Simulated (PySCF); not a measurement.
Molecule: SMILES CC(C)(C)C(N)=O, C$_{5}$H$_{11}$NO.

Atom-mapped SMILES (the numbers label the heavy atoms): `[CH3:1][C:2]([CH3:3])([CH3:4])[C:5]([NH2:6])=[O:7]` (H(Xn): hydrogen on atom n). Ha(N6) is cis to the C=O or C=S heteroatom; Hb(N6) is trans to the C=O or C=S heteroatom.

Geometry PBE0-D3(BJ)/def2-SVP throughout; GIAO in PySCF 2.14.0 with density-fitted response routines, gas phase, one conformer, non-relativistic; equivalent atoms averaged; basis pcSseg-1.

For orientation, KT2 gives these shifts δ (against TMS, NH3, H2O at the same level): C5 165.6, C2 39.8, C1/C3/C4 30.2, N6 105.6, O7 392.7, Hb(N6) 4.74, Ha(N6) 4.13, H(C1)/H(C3)/H(C4) 1.10 ppm.

A run gave: C5 174.0, C2 40.6, C1/C3/C4 30.9, N6 112.1, O7 418.6, Hb(N6) 4.78, Ha(N6) 4.15, H(C1)/H(C3)/H(C4) 1.10 ppm (shifts δ (against TMS, NH3, H2O at the same level)).

**Question.** Which functional was used in that run?
A. BLYP
B. BP86
C. OPBE
D. BHandHLYP
E. LC-wPBE

**Answer.** B. O7 tells them apart best: BP86 gives 418.6, BLYP gives 425.9, LC-wPBE gives 427.3, BHandHLYP gives 425.9, OPBE gives 402.6 ppm.
